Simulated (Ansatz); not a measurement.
System: C₃H₃F₄, charge 0, multiplicity 2. It need not be the lowest isomer of its formula. 
Coordinates optimised at B3LYP-D3(BJ)/def2-TZVP (Ansatz, an electronic-structure program):
```xyz
10

F      1.9941     0.8512    -1.1601
C      1.1106     0.5752    -0.2000
F      1.7511     0.2764     0.9381
C      0.0353    -0.3833    -0.5892
C     -1.0751    -0.4585     0.4385
F     -1.7608     0.7207     0.4792
F     -1.9583    -1.4324     0.0659
H      0.4629    -1.3870    -0.7105
H     -0.3918    -0.0741    -1.5430
H     -0.7308    -0.6826     1.4496
```
Charge 0, spin multiplicity 2.

Basis-set convergence of Hartree-Fock and CCSD(T) correlation energies (hartree) with Ansatz. Cores are frozen in the correlated levels unless marked. UHF or UKS for open shells. Spin-orbit coupling is left out. Non-relativistic.

```json
[
 {"basis": "cc-pVDZ", "functions": "113", "E(HF)": "-513.08570", "E(corr, CCSD(T))": "-1.18065"},
 {"basis": "cc-pVTZ", "functions": "252", "E(HF)": "-513.25752", "E(corr, CCSD(T))": "-1.53176"},
 {"basis": "cc-pVQZ", "functions": "475", "E(HF)": "-513.29772", "E(corr, CCSD(T))": "-1.65318"}
]
```

Extrapolating the two largest sets (X = 3 and 4) as X^-3: E(corr) = (64·(-1.65318) - 27·(-1.53176))/37 = -1.7418 Eh, an estimate of the basis-set limit. The largest set recovers 94.9 % of it, the smallest 67.8 %.
